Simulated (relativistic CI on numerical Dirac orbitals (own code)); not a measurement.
# Cu2+: resonant inelastic scattering at the L2,3 edge

Computed with this model: Dirac-Coulomb-Breit CI, KLI orbitals optimised for each configuration, a model potential for QED, valence Slater integrals scaled by 0.8, Kramers-Heisenberg scattering through one core-hole configuration in a parametric crystal field; configurations [Ar] 3d9 → [He] 2s2 2p5 3s2 3p6 3d10; 80 K; core-hole width 0.4 eV; summed over polarisations. Incident energies are the highest absorption maxima for each field (at most a few, so the weaker spin-orbit partner edge can be absent), on the computed scale of the free ion. Intensities are in per cent of the strongest line above 0.02 eV; levels within 1 cm⁻¹ are merged; final levels count from the ground level, the first row holds all elastic scattering, lines under 0.4 are left out and each table stops after 24 rows. The scale of the Slater integrals is a model choice and moves the terms in proportion.

Field parameters in Wybourne normalisation: Td as Oh with Dq negative (B⁴₀ = 21Dq, B⁴₄ = √(5/14) B⁴₀). The field is a parameter set, without covalency.

S is read from ⟨S²⟩ = S(S + 1).

Td, 10Dq = -1450 cm⁻¹:

| Final level (eV) | Degeneracy | Irrep | S | 931.3 eV |
| --- | --- | --- | --- | --- |
| 0.000 | 2 | Γ7 | 0.50 | 55.4 |
| 0.076 | 4 | Γ8 | 0.50 | 100.0 |
| 0.350 | 4 | Γ8 | 0.50 | 29.4 |

Td, 10Dq = -3250 cm⁻¹:

```csv
Final level (eV),Degeneracy,Irrep,S,931.4 eV
0.000,2,Γ7,0.50,67.1
0.111,4,Γ8,0.50,100.0
0.539,4,Γ8,0.50,56.8
```

Td, 10Dq = -5050 cm⁻¹:

```json
{"Final level (eV)": "0.000", "Degeneracy": "2", "Irrep": "Γ7", "S": "0.50", "931.5 eV": "75.2"}
{"Final level (eV)": "0.124", "Degeneracy": "4", "Irrep": "Γ8", "S": "0.50", "931.5 eV": "100.0"}
{"Final level (eV)": "0.749", "Degeneracy": "4", "Irrep": "Γ8", "S": "0.50", "931.5 eV": "75.8"}
```

For the first field the strongest loss at the lowest incident energy is the level at 0.08 eV (S = 0.50, against 0.50 in the thermal ground state).
